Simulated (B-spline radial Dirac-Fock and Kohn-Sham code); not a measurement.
# How the binding energies of Ga³⁺ add up

System: gallium as Ga³⁺ in the configuration 1s2 2s2 2p6 3s2 3p6 3d10; nuclear rms radius 3.9973 fm (A = 69).

Method: multi-electron Dirac-Fock with separately optimised hole states, Breit and Lamb-shift corrections added in first order. Computed with an atomic code on a B-spline grid. No correlation. Energies are counted from the vacuum level.

All terms are in eV, carry their sign (relaxation lowers the binding energy) and add up to the binding energy; ⟨r⟩ is the mean radius of the orbital in the initial state.

```
subshell  −ε (Koopmans)  relaxation   Breit    QED  binding energy  ⟨r⟩ (bohr)
       K        10480.7      -47.37  -13.62  -6.54         10413.1       0.049
      L1         1374.8      -23.10   -0.98  -0.70          1350.0       0.217
      L2         1215.4      -25.12   -1.71   0.08          1188.7       0.188
      L3         1187.4      -24.77   -1.11   0.02          1161.6       0.192
      M1          212.2       -5.14   -0.10  -0.11           206.8       0.651
      M2          159.1       -4.90   -0.18   0.01           154.0       0.672
      M3          155.2       -4.72   -0.10   0.00           150.4       0.682
      M4          65.36       -4.15   -0.01   0.01           61.20       0.774
      M5          64.83       -4.08    0.02   0.00           60.77       0.779
```

For the deepest level, K (1s), the Breit terms make up -0.131 % of the binding energy, QED -0.063 % and orbital relaxation -0.455 %.

Spin-orbit splittings: 2p 27.11 eV, 3p 3.62 eV, 3d 0.44 eV.

Going to the tabulated ground configuration of the next ion removes an electron from M5 (3d5/2), computed at 60.77 eV. NIST lists 63.241 ± 0.009 eV as the ionisation energy of this species (measured), +2.47 eV from the computed value. The gap is mostly the missing electron correlation.
